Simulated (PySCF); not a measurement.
Si(H)(Me)3 (C₃H₁₀Si), SMILES C[SiH](C)C. Geometry: PBE-D3(BJ)/def2-SVP. The isomer is the one that the SMILES or the coordinates give; other isomers of the formula were not compared.

All values below come from PySCF with PBE-D3(BJ)/def2-SVP.

Harmonic wavenumbers (cm⁻¹): 149, 164, 164, 195, 195, 229, 593, 593, 603, 652, 690, 690, 820, 820, 840, 880, 880, 1212, 1212, 1222, 1376, 1380, 1380, 1390, 1390, 1398, 2127, 2971, 2971, 2971, 3067, 3067, 3068, 3073, 3073, 3073. Rotational constants (GHz): 5.209, 5.209, 3.082; symmetry number 3.

**Question.** Work out the zero-point energy and the ideal-gas rigid-rotor harmonic-oscillator thermochemistry at 298.15 K and 1 atm.

**Answer.** ZPE = ½ Σ hcν = ½ × 50578 cm⁻¹ = 302.52 kJ/mol. H − E(el) = 325.08 kJ/mol. Entropy in J/(mol K): translation 162.46, rotation 98.63, vibration 72.80, total 333.88. G − E(el) = 225.53 kJ/mol. Cp = 121.33 J/(mol K). Modes under 150 cm⁻¹ make the vibrational entropy uncertain.
